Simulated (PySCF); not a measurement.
## Highest orbital energy against ionisation energy along group 14

Calculated with PySCF 2.14, no spin-orbit coupling. Each cell gives −ε(HOMO) / ΔSCF in eV; NIST values include spin-orbit coupling, (s) semi-empirical, (t) theoretical.

```tsv
species	UHF	LDA	PBE	PBE0	r2SCAN	NIST (lowest levels)
C⁺ (def2-TZVPPD, non-relativistic)	24.876 / 24.170	17.799 / 24.766	17.950 / 24.853	19.793 / 24.835	18.640 / 25.003	24.383
Si⁺ (def2-TZVPPD, non-relativistic)	16.214 / 15.842	12.081 / 16.376	12.204 / 16.421	13.343 / 16.441	12.565 / 16.529	16.346
Ge⁺ (def2-TZVPPD, non-relativistic)	15.541 / 15.218	11.726 / 15.876	11.719 / 15.763	12.825 / 15.786	12.091 / 15.942	15.935
Sn⁺ (def2-TZVPPD with the def2 core potential (28 electrons), ECP)	14.035 / 13.749	10.682 / 14.403	10.618 / 14.222	11.623 / 14.260	10.948 / 14.377	14.633
Pb⁺ (def2-TZVPPD with the def2 core potential (60 electrons), ECP)	13.463 / 13.202	10.315 / 13.916	10.208 / 13.707	11.173 / 13.734	10.512 / 13.801	15.032
```

**Question.** How far is −ε(HOMO) from ΔSCF on average for each method, and why?

**Answer.** UHF 0.39 eV; LDA -4.55 eV; PBE -4.45 eV; PBE0 -3.26 eV; r2SCAN -4.18 eV. Hartree-Fock orbital energies lack relaxation and so exceed the ΔSCF value; semilocal functionals have convex E(N) from self-interaction, so their HOMO lies far too high; exact exchange moves hybrids part of the way back.
